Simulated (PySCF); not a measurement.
## Telling isomers of C7H9F apart by NMR

[PySCF 2.14: GFN2-xTB geometry; shielding tensors at PBE0/pcSseg-1 (GIAO); one averaged value for each set of equivalent atoms; relativity neglected; no solvent model; single conformer]

Shifts are taken against calculated references (same method and geometry level): TMS for ¹H (σref 31.72) and ¹³C (σref 186.93). Splittings of carbon signals by F and P are missing where no couplings were computed. Where no couplings were computed, multiplicities follow the n + 1 count of equivalent neighbours, and m marks all less simple cases (inequivalent or close neighbours, rings, F or P nearby). Shifts are as computed. Against solution values, carbons near 30 ppm lie about +3 ppm off and those near 130 ppm about +5 ppm. Of 1211 compounds with measured shifts, 218 miss one by over three times the rms of a fit or turn the order of signals round; such compounds aren't used in these exercises.

(1) Tabulate the signals of `C=CC(=C)/C=C/CF`, `C#CC/C(C)=C/CF`, `C=C[C@@H]1C(=C)C[C@H]1F` and their relative energies.

(2) What is the quickest way to tell C=CC(=C)/C=C/CF from C#CC/C(C)=C/CF?

(3) What is the quickest way to tell C#CC/C(C)=C/CF from C=C[C@@H]1C(=C)C[C@H]1F?

(4) What is the quickest way to tell C=CC(=C)/C=C/CF from C=C[C@@H]1C(=C)C[C@H]1F?

Answers

(1) 
```json
{"SMILES": "C=CC(=C)/C=C/CF", "carbon types": "1×C 3×CH 3×CH2", "δC": "151.9, 145.4, 138.5, 133.9, 126.0, 122.1, 86.3", "δH": "6.80 (m, 1H), 6.77 (m, 1H), 6.13 (m, 1H), 5.88 (m, 1H), 5.63 (m, 1H), 5.45 (m, 2H), 5.39 (m, 1H), 5.32 (m, 1H)", "E rel. (kcal/mol)": "0.0"}
{"SMILES": "C#CC/C(C)=C/CF", "carbon types": "2×C 2×CH 2×CH2 1×CH3", "δC": "138.4, 134.5, 87.1, 85.3, 76.1, 31.6, 17.8", "δH": "5.88 (m, 1H), 5.54 (m, 2H), 2.94 (d, 2H), 1.78 (s, 3H), 1.46 (t, 1H)", "E rel. (kcal/mol)": "17.1"}
{"SMILES": "C=C[C@@H]1C(=C)C[C@H]1F", "carbon types": "1×C 3×CH 3×CH2", "δC": "151.8, 146.5, 123.5, 117.3, 92.2, 61.4, 40.8", "δH": "5.91 (m, 1H), 5.48 (m, 1H), 5.45 (m, 1H), 5.43 (m, 1H), 5.39 (m, 1H), 4.86 (m, 1H), 3.63 (m, 1H), 3.09 (m, 1H), 3.05 (m, 1H)", "E rel. (kcal/mol)": "0.6"}
```

Energies are electronic energies at PBE0/pcSseg-1 on these geometries, without zero-point or thermal terms, each for the one conformer computed, which needn't be the lowest.

(2) Both give the same number of carbon signals, but DEPT or the intensities differ. The first has a terminal =CH2 carbon at 126.0 ppm, the second an alkyne carbon (C) at 87.1 ppm. Their most deshielded carbons lie at 151.9 and 138.4 ppm. In the proton spectra the most deshielded non-exchanging signals are 6.80 (m, 1H) and 5.88 (m, 1H).

(3) Both give the same number of carbon signals, but DEPT or the intensities differ. The first has an alkyne carbon (C) at 87.1 ppm, the second a terminal =CH2 carbon at 123.5 ppm. Their most deshielded carbons lie at 138.4 and 151.8 ppm.

(4) Both give the same number of carbon signals, with the same numbers of each carbon type, so the positions decide. The first has an allylic sp3 CH2 bonded to F at 86.3 ppm, the second an allylic sp3 CH at 61.4 ppm. Their most deshielded carbons lie at 151.9 and 151.8 ppm. In the proton spectra the most deshielded non-exchanging signals are 6.80 (m, 1H) and 5.91 (m, 1H).
